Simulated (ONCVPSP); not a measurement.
PBEsol ONCV dataset for Ca (Z = 20), scalar-relativistic all-electron reference.

ONCVPSP 4.0.1 input, shortened (lines: element, Z, core and valence counts, functional; n l f; lmax; l rc ep ncon nbas qcut; lloc lpopt rc5 dvloc0; l nproj debl; icmod fcfact rcfact), PBEsol, scalar-relativistic:

```
  Ca 20.00    3    4  -116133      upf
    1    0    2.00
    2    0    2.00
    2    1    6.00
    3    0    2.00
    3    1    6.00
    3    2    1.00
    4    0    1.00
    2
    0    1.95    0.00    4    8    5.10
    1    1.55    0.00    4    7    7.50
    2    3.75    0.00    4    9    3.50
    4    4    1.20    3.00
    0    2    0.70
    1    1    3.90
    2    1    2.60
    1    0.40    0.00
```

All-electron outer shells of the reference configuration (PBEsol, scalar-relativistic, ld1.x):

```json
{"shell": "2p", "level (eV)": "-331.92", "outermost node (bohr)": "–", "outermost maximum (bohr)": "0.25"}
{"shell": "3s", "level (eV)": "-44.66", "outermost node (bohr)": "0.45", "outermost maximum (bohr)": "0.99"}
{"shell": "3p", "level (eV)": "-25.80", "outermost node (bohr)": "0.42", "outermost maximum (bohr)": "1.06"}
{"shell": "4s", "level (eV)": "-3.30", "outermost node (bohr)": "1.44", "outermost maximum (bohr)": "3.55"}
{"shell": "3d", "level (eV)": "-0.75", "outermost node (bohr)": "–", "outermost maximum (bohr)": "1.39"}
```

Calculated quality:

* Cutoffs needed: 14 Ha and 17 Ha (the cutoffs (Ha) at which the residual kinetic energy of the hardest occupied pseudo-wave falls to 1 and 0.1 mHa per electron)
* Ghost test: no bound ghost flagged; no localised positive-energy state flagged
* Configuration tests: 2 of 4 tests not solved or not reliable
* rms error of d²Exc/dni dnj: 3.43 mHa without and 2.85 mHa with the model core

Generation and tests took about 2 s on one core of a shared server CPU.
